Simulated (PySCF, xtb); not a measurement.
Cl₃HOZr, SMILES [Cl][Zr]([Cl])([Cl])[OH], multiplicity 1.

GFN2-xTB (xtb) at its own geometry gives an orbital gap of 3.45 eV and a dipole moment of 4.97 D.

Geometry optimised at PBE0-D3(BJ)/def2-SVP. The multiplicity is an assumed one; other spin states were not compared. The isomer is the one that the SMILES or the coordinates give; other isomers of the formula were not compared. The def2 effective core potentials stand for the cores of Zr; spin–orbit coupling is left out. One conformer was computed; it need not be the lowest.

Q: What does HF/def2-TZVP (PySCF) give? (An estimate is asked for; the answer gives what the named calculation found.)

A: gap 14.02 eV (levels -12.56 and 1.47 eV), dipole 3.02 D.
